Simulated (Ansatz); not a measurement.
Coupled-cluster diagnostics for Ba₂O⁺, Ansatz.

Geometry of the doublet (PBE0-D4/def2-TZVP):

```xyz
3

Ba   -0.2664    1.3133   -1.5896
Ba    0.6164   -1.1238    1.6370
O    -0.3500   -0.1895   -0.0474
```

In the def2 sets Ba takes a core potential; there is no spin–orbit coupling. Correlated methods freeze 1 core orbital; core or outer-core shells of Ba are correlated, in sets that lack core-valence functions. The structure comes from a short search, and lower isomers may exist.

Geometry of the charge 1 quartet (PBE0-D4/def2-TZVP):

```
atom   x (Å)   y (Å)   z (Å)
 Ba1  -0.553  -2.422  -0.305
 Ba2   0.551   2.423   0.302
  O3   0.002  -0.001   0.004
```

Q: Estimate the CCSD(T) correlation energy, the shares of MP2 and (T), T1 and the reference's ⟨S²⟩ for: charge 1, doublet, own geometry in def2-TZVPP; charge 1, quartet, own geometry in def2-TZVPP; and the rough time on 4 threads of Arm Neoverse V1 on a shared host.

A: 
```json
{"state": "charge 1, doublet, own geometry", "basis": "def2-TZVPP", "correlation (eV)": "-16.518", "MP2 share (%)": "93.8", "(T) share (%)": "3.8", "T1": "0.020", "⟨S²⟩ (pure)": "0.75 (0.75)", "wall time": "7.5 s"}
{"state": "charge 1, quartet, own geometry", "basis": "def2-TZVPP", "correlation (eV)": "-14.569", "MP2 share (%)": "90.1", "(T) share (%)": "2.8", "T1": "0.012", "⟨S²⟩ (pure)": "3.76 (3.75)", "wall time": "10 s"}
```
Customary marks for T1 are 0.02 (closed shells), 0.045 (open shells) and about 0.05 (3d metals). T1 stays under 0.02 throughout.
